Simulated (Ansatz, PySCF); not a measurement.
Species: LiCl, net charge -1, doublet state. 
Coordinates optimised at B3LYP-D3(BJ)/def2-TZVP (Ansatz, a first-principles code):
```xyz
2

Li     0.0000     0.0000    -1.8170
Cl     0.0000     0.0000     0.3206
```
Charge -1, spin multiplicity 2.

Total electronic energies in hartree. Correlated levels leave the core frozen unless marked. Open shells are spin-unrestricted. No spin-orbit coupling. No relativistic terms. Basis-set limits of correlation are two-point, X^-3; Hartree-Fock from the larger set.

| level | program | energy (Eh) |
|---|---|---|
| HF/def2-TZVPPD | Ansatz | -467.05939 |
| BP86/def2-TZVPD | PySCF | -467.87257 |
| r2SCAN-D4/def2-TZVPD | Ansatz + dftd4 | -467.79383 |
| BHLYP-D4/def2-TZVPD | Ansatz + dftd4 | -467.83012 |
| RI-MP2/CBS(def2-TZVPPD,def2-QZVPPD) | Ansatz | -467.3144 |
| SCS-MP2/def2-QZVPPD | Ansatz | -467.29749 |
| CCSD/6-31G | Ansatz | -467.06533 |
| CCSD(T)/def2-SVPD | Ansatz | -467.08157 |
| CCSD(T)/CBS(def2-TZVPPD,def2-QZVPPD) | Ansatz | -467.3418 |

Totals of different functionals don't rank their quality; only differences between species are comparable.
